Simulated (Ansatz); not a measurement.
`C=[CH][Ga]([Cl])[Cl]` + HBr → `[Cl][Ga]([Cl])[Br]` + `C=C` at 600 K and 1 bar (ligand exchange at a Ga–C bond).

Isolated molecules relaxed with PBE0-D4/def2-TZVP in Ansatz; ΔE leaves out vibrations. CCSD(T)/CBS adds triple-zeta CCSD(T) − MP2 to the extrapolated MP2 energy (def2 sets, frozen cores). This one scheme is used for every species. For Br, Ga outer-core shells are correlated without core-valence functions, which leaves a few kJ/mol of doubt a bond. Scalar relativity is left out up to krypton. One conformer a species, not always the lowest.

```tsv
species	CCSD(T)/CBS energy (Eh)	H − E (kJ/mol)	S (J/(mol·K))
`C=[CH][Ga]([Cl])[Cl]`	-2921.50169	174.0	448.3
HBr	-2573.91920	33.5	219.1
`[Cl][Ga]([Cl])[Br]`	-5416.98025	51.1	401.8
`C=C`	-78.48111	161.6	257.2
```

H − E and S are ideal-gas, rigid-rotor, harmonic terms from PBE0-D4/def2-TZVP, for one conformer and one mirror image of each species. 1 Eh = 2625.50 kJ/mol, R = 8.31446 J/(mol·K).

Task: By hand: ΔE, ΔH, ΔS and ΔG.

Result: ΔE = (-5416.98025) + (-78.48111) − (-2921.50169) − (-2573.91920) = -0.04047 Eh = -106.3 kJ/mol. Δ(H − E) = 51.1 + 161.6 − 174.0 − 33.5 = 5.2, so ΔH = -101.1 kJ/mol. ΔS = 401.8 + 257.2 − 448.3 − 219.1 = -8.4 J/(mol·K). ΔG = -101.1 − 600 × (-8.4)/1000 = -96.1 kJ/mol.

Task: By hand: the equilibrium constant, and the temperature at which ΔG would vanish if ΔH and ΔS stayed fixed.

Result: log₁₀ K = −ΔG/(RT ln 10) = 8.4. ΔG = 0 at ΔH/ΔS = 12036 K, far beyond where these terms or the molecules hold.

The number of gas molecules stays the same, so ΔS is small and ΔH decides. A doubt of 5 kJ/mol in ΔE shifts log₁₀ K by 0.4 here. Other conformers and mirror images would add mixing entropy, several J/(mol·K) or more a flexible species. These are equilibria of isolated gas molecules and say nothing of rates. Largest T1 diagnostic: 0.012 (customary marks: 0.02 for closed shells, 0.045 for open ones).
